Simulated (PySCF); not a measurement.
Method: B3LYP-D3(BJ)/def2-TZVP // PBE0-D4/def2-TZVP (PySCF). Isolated molecules, 0 K electronic values unless said otherwise. One relaxed conformer stands for a flexible species; it need not be the lowest. B3LYP has the VWN-RPA correlation part, as in Gaussian. Delta-SCF ions had no search for a lower state. 

Reference species (SMILES): `O[SiH2]F` (H–O–Si–F torsion 72°) (neutral, multiplicity 1).

```
Quantity                                  Result
--------------------------------------  --------
HOMO                                    -9.13 eV
vertical ionisation energy (Delta-SCF)  11.90 eV
```

Changed species: `N[SiH2]O` (X = amino; the reference has X = fluoro).

### Question
What does the change do to the HOMO and vertical ionisation energy (Delta-SCF)?

### Answer
the HOMO rises by 1.61 eV, to -7.52 eV; the vertical ionisation energy (Delta-SCF) drops by 1.61 eV, to 10.29 eV.
